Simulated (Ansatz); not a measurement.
Saddle point of SnH6O3, singlet (SnH₄O ([OH][SnH3]) + H₂O₂ ([OH][OH]) → SnH₄O₂ ([OH][O][SnH3]) + H₂O; bonds formed: Sn1–O7, O2–H6; bonds broken: Sn1–O2, H6–O7), PBE0-D4/def2-TZVP structure:

```
atom    x (Å)    y (Å)    z (Å)
 Sn1  -0.7206  -0.7202  -0.5908
  O2   1.4664  -0.5267  -0.3266
  H3  -0.3587  -1.7625  -1.9166
  H4  -1.3870  -1.6789   0.6551
  H5  -1.6066   0.6042  -1.1916
  H6   1.1152   0.1678   0.4788
  O7   0.0440   0.6930   1.0126
  O8  -0.0415   2.0506   0.5766
  H9   1.9823  -1.2785  -0.0246
 H10  -0.4934   2.4511   1.3273
```

Energies are electronic, without zero-point energy. Barriers and step energies count from the start structure reached by relaxing down the imaginary mode; all methods use the PBE0-D4 structures, on which another method's saddle can fall below an end. Program: Ansatz 0.2.0. Basis: def2-TZVPP, with def2-QZVPP for the basis limit. Cores are frozen in the correlated methods. Filled d shells of the heavier atoms are correlated. Core potentials replace the inner electrons of the atoms past krypton. The def2 sets are not built for correlating such inner shells, so the correlated values are less sure here. B3LYP uses VWN-RPA correlation. Extrapolation: Hartree–Fock as exp(−7.88 √X), correlation as X^−2.97.

```csv
method,barrier (eV),step energy (eV)
SPW92,0.416,0.144
PBE-D4,0.601,0.079
BLYP-D4,0.678,0.058
r2SCAN-D4,0.670,0.094
B97M-V,0.797,0.087
PBE0-D4,0.754,0.125
B3LYP-D4,?,0.099
r2SCAN0-D4,0.787,0.129
BHLYP-D4,?,0.140
CAM-B3LYP-D4,0.820,0.129
wB97X-V,0.840,0.125
wB97M-V,0.828,0.121
B2PLYP,0.828,0.098
PBE-QIDH,?,0.135
RPA on PBE,0.881,0.107
HF,1.253,0.146
MP2,0.849,0.110
CCSD,0.963,0.122
CCSD(T),0.887,0.112
```

Task: Fill in the withheld barriers. (To be estimated.)

Result: The calculation gives: PBE-QIDH 0.839; B3LYP-D4 0.791; BHLYP-D4 0.946 eV. Each is the energy of the saddle less that of the start structure, by the same method.

For comparison, the barrier by CCSD(T) at an estimated basis limit (MP2 extrapolated from triple and quadruple zeta, plus CCSD(T) − MP2 in triple zeta) is 0.840 eV.

No T1 diagnostic of these runs exceeds 0.015.

Labels in which every atom is bracketed show which atoms are joined, not bond orders.

For scale, one of the runs: CCSD(T)/def2-TZVPP, 227 basis functions, launched by `ansatz run in.yaml --threads 8 --pin off --events-out ev --progress --plain --max-ram 19148MiB`. The run took 100 s on 8 CPU threads of an Arm Neoverse V1 (shared host), with 4.5 GiB of host memory at its peak.
